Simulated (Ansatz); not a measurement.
System: C2H7Ge, charge 0, multiplicity 2. It need not be the lowest isomer of its formula. SMILES: [CH3][GeH][CH3]
Geometry: optimised at B3LYP-D3(BJ)/def2-TZVP (Ansatz, a first-principles code).

Quantity: atomisation energy (electronic, to ground-state atoms), in kJ/mol. Cores are frozen in the correlated levels unless marked. UHF or UKS for open shells. No spin-orbit coupling. The frozen core is the preceding noble-gas configuration, with the filled d and f shells of earlier blocks. No relativistic terms. The coupled-cluster limit lacks core correlation, which all-electron functionals hold. CBS(X,Y): correlation extrapolated as X^-3; Hartree-Fock from the larger set.

```tsv
level	program	atomisation energy (kJ/mol)
PBE-D3(BJ)/def2-TZVPD	Ansatz + dftd3	3410.6
PBE0-D4/def2-TZVP	Ansatz + dftd4	3384.1
PBE0/def2-QZVPP	Ansatz	3374.1
CAM-B3LYP/def2-TZVPD	Ansatz	3378.7
wB97M-V/def2-TZVPD	Ansatz	3375.7
B2PLYP-D3(BJ)/def2-TZVPD	Ansatz + dftd3	3343.3
B2PLYP-D4/def2-TZVPD	Ansatz + dftd4	3339.9
PBE-QIDH/def2-TZVPD	Ansatz	3350.3
RPA@PBE/cc-pVTZ	Ansatz	3174.4
MP2/CBS(cc-pVTZ,cc-pVQZ)	Ansatz	3378.9
RI-MP2/cc-pVQZ	Ansatz	3349.2
SCS-MP2/6-31G*	Ansatz	3031.5
CCSD/cc-pVTZ	Ansatz	3272.6
CCSD(T)/aug-cc-pVTZ	Ansatz	3322.2
CCSD(T)/CBS(aug-cc-pVTZ,aug-cc-pVQZ)	Ansatz	3376.4
```
